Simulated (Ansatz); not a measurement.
Mulliken charges of CH2ClF2Si, SMILES `[CH2][Si](F)(F)Cl` radical from B3LYP/def2-TZVPP in Ansatz (PBE0-D4/def2-TZVP geometry).

```json
{"atom": "C1", "x (Å)": "0.337", "y (Å)": "0.207", "z (Å)": "1.068", "charge (e)": "-0.329"}
{"atom": "Si2", "x (Å)": "-0.248", "y (Å)": "-0.201", "z (Å)": "-0.597", "charge (e)": "0.872"}
{"atom": "F3", "x (Å)": "-0.045", "y (Å)": "-1.738", "z (Å)": "-0.902", "charge (e)": "-0.295"}
{"atom": "F4", "x (Å)": "-1.789", "y (Å)": "0.114", "z (Å)": "-0.742", "charge (e)": "-0.295"}
{"atom": "Cl5", "x (Å)": "0.724", "y (Å)": "0.839", "z (Å)": "-2.042", "charge (e)": "-0.216"}
{"atom": "H6", "x (Å)": "1.175", "y (Å)": "-0.308", "z (Å)": "1.525", "charge (e)": "0.131"}
{"atom": "H7", "x (Å)": "-0.091", "y (Å)": "1.019", "z (Å)": "1.645", "charge (e)": "0.131"}
```

By hand: the dipole of these point charges (1 e Å = 4.8032 D).

Σ q r = (0.200, 0.148, 0.469) e Å, of length 0.531 e Å = 2.55 D.

How does the dipole of the full density compare? (Best estimate.)

The calculation gave: (0.189, 0.145, 0.386) e Å, 2.18 D; the point charges give 1.17 times that, at 4° from its direction.

Point charges leave out the atoms' own dipoles, such as those of lone pairs, and Mulliken's split depends on the basis, so the two needn't agree.

B3LYP here is the variant with VWN-RPA as its local correlation; programs differ in this.
